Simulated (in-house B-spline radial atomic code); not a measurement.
A run on an ion of nuclear charge 26 with 26.3 electrons that did not converge. Method: scalar-relativistic (X2C) BHandHLYP, spin-polarised, spherical fractional occupations, Fermi nucleus of rms radius 3.7377 fm; computed with an all-electron radial atomic-structure program (B-spline basis).

Command:
```bash
python run_scf.py task.json out
```
Settings (nuclear radius in fm, mass in u):
```
Z                26
configuration    [Ar] 3d6.3 4s2
hamiltonian      x2c
method           bhandhlyp
spin_polarised   True
nucleus          fermi
rms_radius       3.7377
atomic_mass      55.93494
speed_of_light   137.035999084
```

First and last ten iterations of the last attempt (damped for 15 steps, keeping 80 % of the old Fock matrix, then DIIS):
```
 iter        energy (Eh)    residual
    1       -1259.434417    3.97e-01
    2       -1263.368055    5.38e-01
    3       -1267.547206    3.78e-01
    4       -1269.939083    2.48e-01
    5       -1271.235818    1.52e-01
    6       -1271.896847    9.72e-02
    7       -1272.213385    6.78e-02
    8       -1272.357493    5.10e-02
    9       -1272.421873    3.78e-02
   10       -1272.451522    2.79e-02
  111       -1272.486302    4.01e-06
  112       -1272.486302    1.10e-05
  113       -1272.486302    7.69e-06
  114       -1272.486302    7.09e-06
  115       -1272.486302    1.13e-05
  116       -1272.486301    1.22e-05
  117       -1272.486301    1.55e-05
  118       -1272.486301    1.78e-05
  119       -1272.486301    1.88e-05
  120       -1272.486301    7.10e-05
 not converged after 120 iterations
```

The smallest residual met was 3.6e-06; the threshold is about 3e-07. Over the last five steps the energy moves by less than 2e-06 hartree, but the orbitals didn't meet the threshold. The likely cause: this method binds the added charge weakly or not at all at the basis-set limit, so charge moves back and forth between the atom and the box. Time taken, with all properties: 5.8 s on 1 thread of Arm Neoverse N1, with other jobs on the host.
